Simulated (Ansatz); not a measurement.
Geometry optimisation, RHF/def2-SVP in Ansatz.

Input file:

```yaml
crystal:
  periodic: [false, false, false]
  atoms:
    - { symbol: Ge, position_ang: [-0.033811, 0.198784, -0.822307] }
    - { symbol: F, position_ang: [1.500901, -0.162126, 1.584218] }
    - { symbol: H, position_ang: [2.084197, 0.091839, 0.934269] }
    - { symbol: H, position_ang: [-1.205143, 1.034374, -0.174296] }
    - { symbol: C, position_ang: [-0.97933, -1.554578, -0.757508] }
    - { symbol: H, position_ang: [-1.528863, -1.679331, 0.173482] }
    - { symbol: H, position_ang: [-1.712128, -1.575614, -1.578091] }
    - { symbol: H, position_ang: [-0.296424, -2.393647, -0.893567] }
basis:
  gaussian: { orbitals: def2-SVP }
hamiltonian:
  xc: hf
relax:
  f_tol: 0.03
  max_steps: 50
```

Command:

```bash
$ ansatz run input.yaml --threads 1 --pin off --max-ram 2048MiB --backend cpu --events-out ev --progress --plain --runs-dir out
```

Where does it end, and by what steps?

The forces met the threshold. The force dipped under the threshold on the way, but the program's further checks kept it going. After 12 steps the energy has fallen by 0.066 eV; F2 moved furthest, 0.43 Å.

```csv
step,energy less start (eV),largest force component (eV/Å),accepted
0,0.0000,0.310,yes
1,0.0645,2.636,no
2,-0.0110,0.761,yes
3,-0.0183,0.624,yes
4,-0.0357,0.833,yes
5,-0.0442,0.501,yes
6,-0.0568,0.732,yes
7,-0.0592,0.681,yes
8,-0.0650,0.018,yes
9,-0.0648,0.284,no
10,-0.0655,0.046,yes
11,-0.0656,0.108,yes
12,-0.0658,0.010,yes
```

```xyz
8
Properties=species:S:1:pos:R:3
Ge 0.000 0.194 -1.006
F 1.177 -0.168 1.301
H 2.048 0.076 1.274
H -1.062 1.056 -0.209
C -0.933 -1.555 -0.754
H -1.177 -1.728 0.297
H -1.878 -1.522 -1.308
H -0.345 -2.393 -1.130
```

Whether the end is a true minimum wasn't checked by a vibrational analysis.

Time of the run: 24 s on 1 thread of Arm Neoverse V2, on a shared host, peak memory 0.16 GiB.
